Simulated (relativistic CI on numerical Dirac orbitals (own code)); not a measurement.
## Calculated levels, P³⁺

These numbers are calculated, not measured: Dirac-Coulomb-Breit CI, separate exchange-only KLI orbitals for each configuration, model QED, valence Slater integrals scaled by 0.85, P86 correlation energy added to each configuration (own radial code, finite nucleus).

Configuration list (outside the closed core [Ne]): 3s2, 3s 3p, 3p2, 3s 3d, 3d2, 3p 3d, 3s 4s, 3p 4s, 3s 4p, 3s 4d, 3s 4f, 3s 5s, 3d 4s, 3s 5p, 3s 5d, 3s 5f, 4s2, 3s 5g, 3s 6s, 3s 6p, 3s 6d. Levels of other configurations are missing.

| No. | Configuration | Term | J | E (eV) | % | Landé g | Lifetime (s) |
| --- | --- | --- | --- | --- | --- | --- | --- |
| 1 | 3s2 | 1S | 0 | 0.0000 | 97 |  |  |
| 2 | 3s 3p | 3P° | 0 | 8.2266 | 99 |  |  |
| 3 | 3s 3p | 3P° | 1 | 8.2539 | 99 | 1.501 | 1.69e-05 |
| 4 | 3s 3p | 3P° | 2 | 8.3101 | 99 | 1.501 | 3.26e+01 |
| 5 | 3s 3p | 1P° | 1 | 12.6807 | 96 | 1.000 | 2.77e-10 |
| 6 | 3p2 | 1D | 2 | 19.5842 | 73 | 1.001 | 7.48e-09 |
| 7 | 3p2 | 3P | 0 | 20.2971 | 99 |  | 3.01e-10 |
| 8 | 3p2 | 3P | 1 | 20.3264 | 99 | 1.501 | 3.00e-10 |
| 9 | 3p2 | 3P | 2 | 20.3829 | 99 | 1.500 | 2.99e-10 |
| 10 | 3s 3d | 3D | 3 | 23.4674 | 100 | 1.334 | 2.05e-10 |
| 11 | 3s 3d | 3D | 2 | 23.4679 | 100 | 1.167 | 2.04e-10 |
| 12 | 3s 3d | 3D | 1 | 23.4684 | 100 | 0.499 | 2.03e-10 |
| 13 | 3p2 | 1S | 0 | 23.8903 | 93 |  | 3.04e-10 |
| 14 | 3s 3d | 1D | 2 | 27.1929 | 72 | 1.000 | 1.12e-10 |
| 15 | 3s 4s | 3S | 1 | 28.1705 | 100 | 2.002 | 1.65e-10 |
| 16 | 3s 4s | 1S | 0 | 29.1691 | 99 |  | 2.26e-10 |
| 17 | 3s 4p | 3P° | 0 | 31.7862 | 99 |  | 1.06e-09 |
| 18 | 3s 4p | 3P° | 1 | 31.7940 | 99 | 1.499 | 1.05e-09 |
| 19 | 3s 4p | 3P° | 2 | 31.8116 | 99 | 1.501 | 1.05e-09 |
| 20 | 3s 4p | 1P° | 1 | 31.9889 | 95 | 1.002 | 4.93e-10 |
| 21 | 3p 3d | 3F° | 2 | 32.4886 | 98 | 0.667 | 2.08e-09 |
| 22 | 3p 3d | 3F° | 3 | 32.5181 | 98 | 1.083 | 2.09e-09 |
| 23 | 3p 3d | 3F° | 4 | 32.5565 | 98 | 1.250 | 2.07e-09 |
| 24 | 3p 3d | 1D° | 2 | 33.0170 | 100 | 0.999 | 2.65e-10 |
| 25 | 3p 3d | 3P° | 2 | 34.6961 | 97 | 1.495 | 1.73e-10 |
| 26 | 3p 3d | 3P° | 1 | 34.7259 | 98 | 1.485 | 1.72e-10 |
| 27 | 3p 3d | 3P° | 0 | 34.7440 | 99 |  | 1.72e-10 |
| 28 | 3p 3d | 3D° | 1 | 34.9249 | 98 | 0.515 | 1.19e-10 |
| 29 | 3p 3d | 3D° | 2 | 34.9362 | 98 | 1.173 | 1.20e-10 |
| 30 | 3p 3d | 3D° | 3 | 34.9451 | 100 | 1.334 | 1.19e-10 |

Energies count from the lowest computed level; ° marks odd parity; lifetimes are radiative, by E1, M1, E2, M2, E3 decay to levels of this space only; some are left blank where a channel outside the calculation adds to the decay or the decay crosses a small, uncertain gap.

The mean weight of the leading LS term, summed over parents, in these 30 levels is 97 %, and that of the leading jj configuration (from the same eigenvectors) 76 %, so LS coupling describes them better.

For a near-neutral ion this model can misplace configurations by up to about 10,000 cm⁻¹ (more where the count of f electrons changes) and terms by 10 to 25 % of their spread. Rates follow the energies as ν³ (E1, M1) or ν⁵ (E2), so they and the lifetimes can be off by large factors. The fine structure of a lone outer electron comes out too small, for d and f at times inverted, and misplaced configurations move strength between like terms. 25 of the 26 excited levels that our extract of the measured tables holds in this range could be paired (the sources list more); they are missed by 918 cm⁻¹ on average and 1904 at most, and levels without a partner can miss by more.
